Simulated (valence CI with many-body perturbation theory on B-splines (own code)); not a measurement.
Forbidden lines of Pt65+

Calculated by valence CI with perturbative core correlation (CI+MBPT): three valence electrons over a frozen Dirac-Fock core [Ne], radial functions for each j: 11 s, 11 p, 10 d, 8 f, 5 g, 2 h, with the one-electron correlation potential Σ1 (screened to all orders), the two-electron term Σ2, the three-electron term Σ3, Breit, model QED; selected single and double excitations, second order for the rest, scaled by the run's own slope (own B-spline code, finite nucleus).

The last digits are not significant, and no measured levels were compared; by estimate large intervals hold to a few tenths of a per cent, small ones and those within an open d or f shell to about a per cent.

Lines 1 to 7 of 7 in falling wavelength, among levels below 3737.8 eV, chosen from the decays that carry over 1 % of a level's rate. Wavelengths and rates use the calculated energies. Electric multipoles are in the length gauge, E1 and E2 with the static RPA response of the core. Weak lines are less certain than strong ones. Lines between different terms over intervals too small for the method are left out, as are lines whose strength nearly cancels. The highest levels of a list are the least certain.

Levels are named by their leading jj configuration (3d3/2^4 stands for four electrons in 3d with j = 3/2), which in mixed levels can hold well under half, so a name can repeat and another be missing. Letters in brackets count levels of one name in rising energy.

| λ vac (nm) | Upper | Lower | Type | A (s⁻¹) | Branch % |
| --- | --- | --- | --- | --- | --- |
| 2.880 | (3s 3p3/2 3d5/2) J=9/2 | (3s 3p1/2 3d5/2) J=7/2 | M1 | 4.46e+08 | 96.2 |
| 2.850 | (3s 3p1/2 3p3/2) J=3/2 [a] | (3s 3p1/2^2) J=1/2 | M1 | 4.74e+08 | 2.1 |
| 2.779 | (3s 3p3/2 3d5/2) J=9/2 | (3s 3p1/2 3d5/2) J=5/2 [a] | E2 | 8.73e+06 | 1.9 |
| 2.650 | (3s^2 3p3/2) J=3/2 | (3s^2 3p1/2) J=1/2 | M1 | 4.65e+08 | 41.7 |
| 2.650 | (3s^2 3p3/2) J=3/2 | (3s^2 3p1/2) J=1/2 | E2 | 1.70e+07 | 1.5 |
| 0.4061 | (3s^2 4p1/2) J=1/2 | (3s^2 3p3/2) J=3/2 | E2 | 2.85e+11 | 1.3 |
| 0.3341 | (3s^2 4p3/2) J=3/2 | (3s^2 3p1/2) J=1/2 | E2 | 1.57e+11 | 1.1 |
